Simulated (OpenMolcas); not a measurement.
Ru2+ (d6) among equal point charges was computed by CASSCF with the d shell active (OpenMolcas, ANO-RCC-VDZP on the metal). Its lowest spin-free states, and all those of the highest spin:

```
2S+1  Degeneracy  E (cm-1)
   5           1       0.0
   5           2      6427
   3           2     12596
   3           1     13156
   3           1     13613
   5           1     16708
   3           2     18379
   3           1     18698
   3           2     19251
   3           1     19525
   1           1     21719
   3           1     21781
   5           1     25531
```

**Question.** Is the site octahedral, tetrahedral or cube-like, axial, or of lower symmetry?

**Answer.** The states with 2S+1 = 5 have orbital degeneracies 1, 2, 1, 1. There are pairs but no triples, so the site is axial: not cubic, but with a proper or improper axis of order three or more. The run had Ru2+ among 4 point charges of -1.5 e arranged as a square (D4h), 2.05 Å from the ion.

Without dynamic correlation the repulsion within the d shell is too large (B by tens of per cent), so at a given field states of lower spin stand too high. Point charges give a weaker field than real ligands, and real ions of this kind are as a rule low spin; the high spin found here belongs to the model. This is an electrostatic model: the charges have no orbitals. No measured value stands beside these numbers.
